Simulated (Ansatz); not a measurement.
Consider the formal exchange of groups at the Si–F bond: `F[SiH](Cl)O[SiH3]` + BH₃ → `B[SiH](Cl)O[SiH3]` + H–F.

Gas-phase electronic energies from Ansatz, PBE0-D4/def2-TZVP geometries. CCSD(T)/CBS is the MP2 limit (def2-TZVPP, def2-QZVPP) plus CCSD(T) − MP2 in def2-TZVPP, frozen cores. This one scheme is used for every species. Functionals use def2-TZVPP. One conformer a species, not always the lowest.

```
             level  ΔE (kJ/mol)
            B97M-V        176.7
           ωB97X-V        175.6
             BHLYP        189.6
CCSD(T)/def2-TZVPP        174.4
```

(1) What does CCSD(T)/CBS give? (Estimate.)

Largest T1 diagnostic among the species: 0.011.

## Answers

(1) The calculation gave: +173.0 kJ/mol. The listed levels differ from it by 3.7, 2.6, 16.6, 1.4 kJ/mol.

Leaving LDA and LC-ωPBE aside and taking each functional with its dispersion term where it has one, the values, not all of them listed here, spread over 34.5 kJ/mol, from revPBE-D4 to BHLYP-D4. From BLYP to BHLYP (50 % exact exchange), in def2-TZVPP and without D4, ΔE moves by +15.0 kJ/mol. The D4 term adds −5.0 kJ/mol with B3LYP and −2.9 kJ/mol with PBE0; it sums over pairs of atoms, weighted by their polarisabilities, and B3LYP, whose exchange is more repulsive, gets the larger term.

B3LYP here is the variant with VWN-RPA as its local correlation; programs differ in this.
